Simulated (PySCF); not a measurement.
# GaB⁺: energy against distance

Set-up: Ga x2c-SVPall, B x2c-SVPall; spin-free X2C with a Gaussian nucleus (PySCF 2.14). Energies in eV from Ga⁺ + B in their ground configurations at the same level. State: ²Σ⁺ (doublet), unpaired electrons σ ↑.

| R (Å) | HSE06 | UHF-SCS-MP2 |
| --- | --- | --- |
| 2.369 | -0.7083 | -0.3686 |
| 2.479 | -0.8160 | -0.4849 |
| 2.590 | -0.8745 | -0.5517 |
| 2.672 | -0.8952 | -0.5786 |
| 2.755 | -0.9011 | -0.5910 |
| 2.838 | -0.8959 | -0.5926 |
| 2.948 | -0.8765 | -0.5827 |
| 3.086 | -0.8389 | -0.5574 |
| 3.251 | -0.7833 | -0.5164 |
| 3.471 | -0.7030 | -0.4542 |

**Question.** Put a parabola through the three lowest points of the HSE06 curve and estimate Re, k and ωe (reduced mass 9.493 u; 1 eV/Å² = 0.16022 mdyn/Å; ωe = 1302.8·√(k/μ) cm⁻¹).

**Answer.** Through R = 2.672, 2.755, 2.838 Å the second-order coefficient is 0.806 eV/Å², so Re ≈ 2.758 Å, k ≈ 0.258 mdyn/Å and ωe ≈ 215 cm⁻¹. A polynomial fit of higher order to the unrounded HSE06 energies gives Re = 2.754 Å, k = 0.260 mdyn/Å, ωe = 216 cm⁻¹; anharmonicity and rounding make the difference.

The higher-order fit for each curve: HSE06: Re = 2.754 Å, ωe = 216 cm⁻¹, De = 0.90 eV; UHF-SCS-MP2: Re = 2.810 Å, ωe = 192 cm⁻¹, De = 0.59 eV.

Correlated steps freeze 10 core orbitals. Correlated levels converge slowly with the basis: in double zeta they bind strong bonds too weakly, by up to about 1 eV, and carry superposition errors of some tenths. Spin–orbit coupling is left out. For an ion De counts to the pair picked by the measured ionisation energies or electron affinities, which need not be the lowest pair at this level. The state is the lowest determinant that a PBE0 search found; another state may lie lower at other levels.
